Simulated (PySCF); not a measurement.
# Worked example: refractive index and permittivity of the vapour

ZrF₄, SMILES [F][Zr]([F])([F])[F], multiplicity 1.

Coordinates come from a B3LYP-D3(BJ)/def2-SVP optimisation. The spin state was assumed, not searched. The isomer is the one that the SMILES or the coordinates give; other isomers of the formula were not compared. The def2 effective core potentials stand for the cores of Zr; spin–orbit coupling is left out.

r2SCAN/def2-TZVPD (PySCF) gives a mean static polarisability of 36.9 bohr³ and a dipole moment of 0.00 D. Take an ideal gas at 298.15 K and 0.1 bar, whether or not the substance is that volatile.

Q: Work out n − 1 in the optical limit and the static ε − 1.

A: 
Polarisability volume α' = 36.9 × 0.148185 = 5.47 Å³. Number density N = p/kT = 2.43e-6 Å⁻³.
Dilute limit of Lorentz–Lorenz: n − 1 = 2π N α' = 8.3e-5.
Orientation term of Debye: μ²/(3kT) = 8.098 Å³ × μ²(D²) = 0.00 Å³.
ε − 1 = 4π N (α' + μ²/3kT) = 0.00017. With no permanent dipole, ε equals n² in this model. Vibrational polarisation and dispersion are left out.
